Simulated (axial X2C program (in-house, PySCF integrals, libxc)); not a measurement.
Worked dissociation energy of LiY⁺: PBE0, without spin–orbit coupling

Calculated with an in-house relativistic program for diatomic molecules. Spin-free means the one-electron spin-free X2C Hamiltonian. Basis: Y dyall-cv3z [11s12p9d6f3g], Li dyall-cv3z [7s8p2d] (cores contracted in-house); Gaussian nuclei, density fitting, unrestricted open shells. Masses: Y 88.906 u, Li 7.016 u.

Molecular state: M_S = 1/2, Λ = 0 (beyond evenly filled blocks: σα).

* E(Y) (2M_S = 1, M_L = 0): -3384.641395 hartree
* E(Li+) (2M_S = 0, M_L = 0): -7.263162 hartree
* E(LiY⁺) at Re: -3391.956606 hartree
* ωe: 260.4 cm⁻¹
* ωexe: 1.78 cm⁻¹

Problem. Work out De and D0.

Solution. De = -3384.641395 + (-7.263162) − (-3391.956606) = 0.05205 hartree = 1.416 eV. The zero-point energy is ωe/2 − ωexe/4 = 130 cm⁻¹ = 0.016 eV, so D0 = 1.400 eV.

One determinant describes the state; a PBE0 search over occupations chose it and may have missed a lower one. Dissociation energies refer to the lowest single-determinant-based atoms at the same level and basis. PBE0 can misorder states that lie within some tenths of an eV, so this need not be the ground state of the molecule. The nearest other spin-free determinant of the search, M_S = 1/2, Λ = 1, lies 0.16 eV up at the distance of the search.

Each atomic determinant is the lowest at this level and need not be a pure term. Totals compare only within one Hamiltonian and basis.
